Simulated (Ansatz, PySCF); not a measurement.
Reaction (SMILES): C=S (CH2S) + H+ → C=[SH+]
Each molecule is optimised on its own at B3LYP-D3(BJ)/def2-TZVP (Ansatz, an electronic-structure program). Unstable Hartree-Fock reference: C=S (CH2S).
Geometry of the first species:
SMILES: C=S
```xyz
4

C     -0.9907     0.1914    -0.1620
S      0.5657    -0.1093     0.0925
H     -1.3280     1.0050    -0.8021
H     -1.7796    -0.4045     0.2939
```

Property: proton affinity (electronic energy difference), positive where the reaction releases energy, in eV. Valence correlation only, unless marked. No spin-orbit coupling. No relativistic terms. CBS marks a two-point X^-3 extrapolation of the correlation energy; Hartree-Fock from the larger set.

```csv
level,program,proton affinity (eV)
HF/cc-pVTZ,Ansatz,8.40
HF/cc-pV(Q+d)Z,Ansatz,8.43
BP86/def2-TZVPD,PySCF,8.21
r2SCANh/def2-TZVPD,Ansatz,8.24
HSE06/def2-TZVPD,Ansatz,8.23
PBE-QIDH/def2-TZVPD,Ansatz,8.19
"RI-MP2/CBS(def2-TZVPP,def2-QZVPP)",Ansatz,8.06
SCS-MP2/cc-pV(Q+d)Z,Ansatz,8.20
CCSD(T)/def2-QZVPP,Ansatz,8.20
"CCSD(T)/CBS(cc-pV(T+d)Z,cc-pV(Q+d)Z)",Ansatz,8.17
```
